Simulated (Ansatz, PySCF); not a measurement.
Species: sum formula SnO$_{2}$H$_{2}$ (charge +1, doublet). 
Structure (B3LYP-D3(BJ)/def2-TZVP (Ansatz, an electronic-structure program) minimum search):
```xyz
5

Sn     0.2547     0.1506     0.0447
O      0.0408    -1.7787    -0.0739
H      0.8021    -2.3770     0.0124
O     -1.5240     0.9020    -0.1861
H     -1.6727     1.8624    -0.1650
```
Charge +1, spin multiplicity 2.

Total electronic energies in hartree. Valence correlation only, unless marked. Open shells are spin-unrestricted. Spin-orbit coupling is left out. The frozen core is the preceding noble-gas configuration, with the filled d and f shells of earlier blocks. In def2 rows, elements after Kr have scalar-relativistic effective core potentials. Basis-set limits of correlation are two-point, X^-3; Hartree-Fock from the larger set. The bracket is a focal-point correction in the basis named.

| level | program | energy (Eh) |
|---|---|---|
| HF-D3(BJ)/def2-TZVPD | PySCF + dftd3 | -364.07151 |
| HF-D4/def2-TZVPD | PySCF + dftd4 | -364.05555 |
| RI-HF/def2-QZVPP | Ansatz | -364.05798 |
| SVWN5/def2-TZVPD | Ansatz | ? |
| revPBE/def2-TZVPD | Ansatz | -365.75203 |
| M06-L/def2-TZVPD | PySCF | ? |
| PBE0-D3(BJ)/def2-TZVPD | Ansatz + dftd3 | -365.58591 |
| TPSSh-D3(BJ)/def2-TZVPD | PySCF + dftd3 | ? |
| CAM-B3LYP/def2-TZVPD | Ansatz | -365.67189 |
| B2GP-PLYP/def2-TZVPD | Ansatz | -365.26667 |
| B2PLYP-D4/def2-TZVPD | Ansatz + dftd4 | -365.37229 |
| MP2/def2-SVPD | Ansatz | -364.31431 |
| MP2/def2-TZVPP | Ansatz | -364.60230 |
| RI-MP2/def2-QZVPPD | Ansatz | -364.65721 |
| RI-MP2/CBS(def2-TZVPPD,def2-QZVPPD)+[CCSD(T)-MP2]/def2-TZVPPD | Ansatz | -364.7177 |

### Question
Some entries are withheld; supply them.

### Answer

- SVWN5/def2-TZVPD, energy (Eh): -364.33644
- M06-L/def2-TZVPD, energy (Eh): -365.88005
- TPSSh-D3(BJ)/def2-TZVPD, energy (Eh): -365.66805
